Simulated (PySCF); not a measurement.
Geometry:
```csv
atom,x (Å),y (Å),z (Å)
Si1,2.563,0.099,0.027
O2,1.118,-0.733,-0.152
C3,-0.146,-0.256,-0.073
C4,-1.195,-1.154,-0.301
C5,-2.512,-0.715,-0.232
C6,-2.803,0.618,0.065
C7,-1.757,1.510,0.291
C8,-0.432,1.081,0.224
H9,2.675,1.185,-0.992
H10,3.623,-0.922,-0.176
H11,2.664,0.697,1.392
H12,-0.949,-2.192,-0.533
H13,-3.324,-1.424,-0.413
H14,-3.839,0.959,0.119
H15,-1.968,2.556,0.525
H16,0.380,1.791,0.404
```

Rapidly exchanging positions averaged, a single conformation, no solvent model, no relativistic terms. PBE0-D3(BJ)/def2-SVP geometry; CAM-B3LYP/pcSseg-1 with gauge-including orbitals; PySCF 2.14.0 with density-fitted response routines.

Chemical shifts δ = σref − σ; ¹³C and ¹H and ²⁹Si against TMS; ¹⁷O vs H2O, all at this level.

| atoms | nucleus | count | δ (ppm) |
| --- | --- | --- | --- |
| O2 | ¹⁷O | 1 | 95.6 |
| C4/C8 | ¹³C | 2 | 124.7 |
| C5/C7 | ¹³C | 2 | 139.3 |
| H9/H10/H11 | ¹H | 3 | 4.94 |
| H13/H15 | ¹H | 2 | 7.37 |
| H14 | ¹H | 1 | ? |
| Si1 | ²⁹Si | 1 | -39.9 |
| H12/H16 | ¹H | 2 | 6.91 |
| C6 | ¹³C | 1 | ? |
| C3 | ¹³C | 1 | ? |

**Question.** Fill in the missing shifts.

**Answer.** 
- C3: 167.2 ppm, aromatic carbon bearing oxygen; the electronegative substituent deshields the carbon that carries it
- C6: 129.4 ppm, aromatic CH; the aromatic region
- H14: 7.03 ppm, hydrogen on an aromatic CH; ortho or para to a lone-pair donor, hence upfield of benzene

Shifts are as computed, not scaled to solution data. Of 1211 compounds with measured shifts, 218 miss one by over three times the rms of a fit or turn the order of signals round; such compounds aren't used in these exercises. Experimental scales use liquid or dissolved standards, which lie at an offset from isolated H2O (liquid H2O: subtract about 36 ppm).
